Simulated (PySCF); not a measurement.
CBrF₂, SMILES [C](Br)(F)F, multiplicity 2.

The structure is a stationary point at r2SCAN-D4/def2-SVP. The isomer is the one that the SMILES or the coordinates give; other isomers of the formula were not compared.

Level of theory: SMD-B3LYP/6-31G* in PySCF.

Solvation free energies are E(SMD) − E(gas) at the gas-phase geometry, for 1 M in both phases. Bromine has the revised SMD18 radius of 2.60 Å. In vacuum the dipole moment is 0.08 D.

Computed solvation free energies in water, ethylethanoate, 1-octanol:
```csv
solvent,ΔG(solv) (kcal/mol),its non-electrostatic (CDS) part,dipole (D)
water,2.5,3.0,0.14
ethylethanoate,-0.2,0.1,0.12
1-octanol,0.1,0.5,0.13
```
